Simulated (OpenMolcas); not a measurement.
V3+ (d2) among equal point charges was computed by CASSCF with the d shell active (OpenMolcas, ANO-RCC-VTZP on the metal). Its lowest spin-free states, and all those of the highest spin:

```json
{"2S+1": "3", "Degeneracy": "2", "E (cm-1)": "0.0"}
{"2S+1": "3", "Degeneracy": "1", "E (cm-1)": "856.7"}
{"2S+1": "3", "Degeneracy": "2", "E (cm-1)": "4726"}
{"2S+1": "3", "Degeneracy": "1", "E (cm-1)": "5313"}
{"2S+1": "3", "Degeneracy": "1", "E (cm-1)": "10487"}
{"2S+1": "1", "Degeneracy": "2", "E (cm-1)": "14463"}
{"2S+1": "1", "Degeneracy": "1", "E (cm-1)": "14738"}
{"2S+1": "1", "Degeneracy": "1", "E (cm-1)": "15757"}
{"2S+1": "1", "Degeneracy": "1", "E (cm-1)": "16636"}
{"2S+1": "3", "Degeneracy": "1", "E (cm-1)": "18406"}
{"2S+1": "3", "Degeneracy": "2", "E (cm-1)": "21391"}
{"2S+1": "1", "Degeneracy": "2", "E (cm-1)": "23093"}
```

Question: Is the site octahedral, tetrahedral or cube-like, axial, or of lower symmetry?

Answer: The states with 2S+1 = 3 have orbital degeneracies 2, 1, 2, 1, 1, 1, 2. There are pairs but no triples, so the site is axial: not cubic, but with a proper or improper axis of order three or more. The run had V3+ among 6 point charges of -2.2 e arranged as a tetragonal octahedron (D4h), 2.07 Å from the ion, with the axial distance 1.966 Å. The active orbitals were held to one l.

An orbital doublet at a regular site is open to a Jahn-Teller distortion, which this geometry leaves out. Without dynamic correlation the repulsion within the d shell is too large (B by tens of per cent), so at a given field states of lower spin stand too high. Point charges carry no covalency, so the field is a model and not that of real ligands. No measured value stands beside these numbers.
